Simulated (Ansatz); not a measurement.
All numbers were calculated with Ansatz.

Basis-set series for `[SiH3][PH][GaH][SiH3]`. Total charge 0; spin multiplicity 1. Geometry: relaxed with PBE0-D4/def2-TZVP. It is one conformer, not always the lowest.

```json
{"functional": "PBE0-D4", "basis": "def2-TZVPP", "functions": "286", "energy (Eh)": "-2849.41362", "HOMO (eV)": "-7.11", "LUMO (eV)": "-2.10"}
{"functional": "PBE0-D4", "basis": "def2-QZVPP", "functions": "539", "energy (Eh)": "-2849.48717", "HOMO (eV)": "-7.12", "LUMO (eV)": "-2.11"}
{"functional": "ωB97M-V", "basis": "def2-TZVPP", "functions": "286", "energy (Eh)": "-2849.83881", "HOMO (eV)": "-9.06", "LUMO (eV)": "-0.39"}
{"functional": "ωB97M-V", "basis": "def2-QZVPP", "functions": "539", "energy (Eh)": "-2849.90957", "HOMO (eV)": "-9.06", "LUMO (eV)": "-0.45"}
```

Problem. Give the rows for def2-SVP. (Best estimate.)

Solution. The calculation gave: 
```
functional     basis  functions  energy (Eh)  HOMO (eV)  LUMO (eV)
   PBE0-D4  def2-SVP        126  -2848.84343      -7.12      -2.07
   ωB97M-V  def2-SVP        126  -2849.26656      -9.02      -0.33
```

Scalar relativity is left out up to krypton.
